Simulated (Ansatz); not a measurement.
Program: Ansatz. Geometries: PBE0-D4/def2-TZVP. ΔE: electronic, gas phase. CCSD(T)/CBS is the MP2 limit (def2-TZVPP, def2-QZVPP) plus CCSD(T) − MP2 in def2-TZVPP, frozen cores. One conformer a species, not always the lowest.

Reaction (ligand exchange at a B–C bond): `NBC1N[SiH2]1` + `CBN` → `CBNBN` + `C1N[SiH2]1`

| species | MP2/CBS(def2) energy (Eh) |
| --- | --- |
| `NBC1N[SiH2]1` | -465.47731 |
| `CBN` | -121.16000 |
| `CBNBN` | -201.91544 |
| `C1N[SiH2]1` | -384.74353 |

(1) Work out ΔE.

Largest T1 diagnostic among the species: 0.013.

## Answers

(1) ΔE = (-201.91544) + (-384.74353) − (-465.47731) − (-121.16000) = -0.02166 Eh = -56.9 kJ/mol. CCSD(T)/CBS gives -57.8 kJ/mol.

From PBE to PBE0 (25 % exact exchange), in def2-TZVPP and without D4, ΔE moves by −3.9 kJ/mol. In def2-TZVPP, CCSD(T) changes the Hartree–Fock value by +13.0 kJ/mol (the triples alone add +2.2 kJ/mol) and MP2 by +13.9 kJ/mol.
